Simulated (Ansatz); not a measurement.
A nudged elastic band was laid between two geometries of F2GeH2 + H3P (9 atoms, charge 0, multiplicity 1).

Level of theory: RKS B3LYP/def2-SVP in Ansatz.

```
movable images  : 4
climbing image  : no
spring          : 5.0 eV/Å²
optimiser       : quadratic models (default)
start path      : through a guess of the saddle point
force threshold : 0.03 eV/Å
iteration limit : 60
end points      : relaxed
```

Initial state:

```xyz
9
Properties=species:S:1:pos:R:3
Ge 0.955 -0.149 -0.719
F -0.291 0.098 0.471
F 2.434 0.270 0.086
H 0.727 0.860 -1.849
H 0.999 -1.645 -1.044
P -3.577 0.116 2.596
H -4.381 0.326 1.431
H -3.716 -1.306 2.526
H -2.355 0.117 1.855
```

Final state:

```xyz
9
Properties=species:S:1:pos:R:3
Ge -0.639 -0.490 -0.373
F -0.516 1.596 2.102
F 0.464 -0.483 1.045
H -0.278 0.791 -1.144
H -0.229 -1.766 -1.131
P -2.843 -0.526 0.357
H -2.626 -1.673 1.181
H -2.538 0.410 1.390
H 0.002 0.829 1.926
```

(1) What changes between the two ends?

(2) Give the energies along the band, and the barrier.

(3) What is the geometry of the highest image?

Results:

(1) Bonds broken: Ge1–F2, P6–H9. Bonds formed: Ge1–P6, F2–H9. F2GeH2 + H3P becomes FGeH4P + FH.

(2) It converged. The highest image is number 3 of 0 to 5, 0.78 eV above the first end and 0.55 eV above the last; the last end lies 0.23 eV above the first. No image climbed, so the highest image needn't sit at the top of the path. A band with more images between the same ends climbed to 2.06 eV, so this one has probably stepped over the top. The orbitals stay closed-shell, which can raise the energy where a bond breaks towards radicals; this wasn't checked here.

| image | path coordinate (Å) | energy (eV) | Ge1–F2 (Å) | P6–H9 (Å) | Ge1–P6 (Å) |
| --- | --- | --- | --- | --- | --- |
| 0 | 0.00 | 0.00 | 1.74 | 1.43 | 5.62 |
| 1 | 2.46 | 0.01 | 1.74 | 1.43 | 4.78 |
| 2 | 4.93 | 0.70 | 1.77 | 1.45 | 3.27 |
| 3 | 7.39 | 0.78 | 2.99 | 2.83 | 2.36 |
| 4 | 9.85 | 0.32 | 3.52 | 3.47 | 2.34 |
| 5 | 12.32 | 0.23 | 3.24 | 3.52 | 2.32 |

(3) 
```xyz
9
Properties=species:S:1:pos:R:3:forces:R:3
Ge -0.449 -0.040 -0.348 -0.08 0.01 -0.04
F 0.023 -0.852 2.495 -0.05 -0.01 0.09
F 0.867 1.062 -0.012 -0.03 0.01 0.04
H -0.777 0.153 -1.842 0.03 0.02 -0.07
H 0.067 -1.459 -0.060 -0.08 0.02 0.03
P -2.390 0.793 0.714 0.01 0.01 -0.05
H -3.220 -0.134 0.009 0.00 0.00 -0.02
H -2.417 0.007 1.914 0.10 -0.01 -0.04
H -0.907 -0.841 2.484 0.11 -0.04 0.06
```

Time of the run: 3.5 min on 2 threads of Arm Neoverse V2, with other jobs on the host, peak memory 0.24 GiB.
